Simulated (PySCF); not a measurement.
C2H2N3, charge -1, multiplicity 1.

```xyz
7

C      0.0000     1.0327     0.3225
N      0.0000     0.0000     1.1872
C      0.0000    -1.0327     0.3225
N      0.0000    -0.6773    -0.9611
N      0.0000     0.6773    -0.9611
H      0.0000     2.0794     0.6372
H      0.0000    -2.0794     0.6372
```
Charge -1, spin multiplicity 1.

Coordinates come from a PBE0-D3(BJ)/def2-SVPD optimisation. The multiplicity is an assumed one; other spin states were not compared. The isomer is the one that the SMILES or the coordinates give; other isomers of the formula were not compared.

Calculation: KT2/pcSseg-1 run with PySCF. Non-relativistic, no solvent.

Computed absolute GIAO shielding of each atom: isotropic value and principal components (ppm):
```csv
atom,σ(iso),σ11,σ22,σ33,span
C1,44.9,-44.9,79.0,100.5,145.4
N2,7.7,-124.2,-78.1,225.2,349.4
C3,44.9,-44.9,79.0,100.5,145.4
N4,-69.8,-262.6,-120.1,173.2,435.8
N5,-69.8,-262.6,-120.1,173.2,435.8
H6,24.1,22.5,24.2,25.5,3.1
H7,24.1,22.5,24.2,25.5,3.1
```
